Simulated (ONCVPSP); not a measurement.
**Ranking ONCV potentials for niobium**

All share these settings but for the change named:

| Item | Value |
| --- | --- |
| Element | Nb (Z = 41) |
| Generator | ONCVPSP 4.0.1 |
| Type | optimised norm-conserving Vanderbilt (ONCV) |
| Functional | PBEsol |
| Relativity | scalar-relativistic |
| Frozen core | [Ar] 3d10 |
| Valence charge | 13 |
| Reference configuration | 4s2 4p6 4d3 5s2 |
| Partial waves | 4s+5s: rc 2.05 bohr, ncon 4, nbas 7, qcut 6 1/bohr, 2 projectors; 4p: rc 1.80 bohr, ncon 4, nbas 7, qcut 6.4 1/bohr, 2 projectors, debl 3.9 Ha; 4d: rc 1.80 bohr, ncon 4, nbas 9, qcut 4.7 1/bohr, 2 projectors, debl 2.6 Ha |
| Local potential | polynomial inside 1.25 bohr (lpopt 5, dvloc0 4 Ha) |
| Core correction | none |

Test errors are all-electron minus pseudo excitation energies from the reference, over 4s2 4p6 4d4 5s1; 4s2 4p6 4d4 5s0; 4s2 4p6 4d3 5s0; 4s2 4p6 4d4 5s0 5p1. None of these files shows a bound ghost.

The base gives 9.2 meV.

Of 10 variants that were run, those that failed, showed a ghost or another fault, or gave nearly equal values are left out.

A variant can come out equal or close to the base, since the largest error may sit in a test that the change hardly touches while other tests move.

Question: Rank these variants by their largest absolute test error, smallest first.
A. d: rc 1.22; local potential polynomial inside 1.22 bohr (lpopt 5, dvloc0 4 Ha)
B. local potential polynomial inside 1.25 bohr (lpopt 5, dvloc0 5 Ha)
C. d: nproj 0; local potential the d channel

Answer: B (8.7 meV), A (11.9 meV), C (20.5 meV).
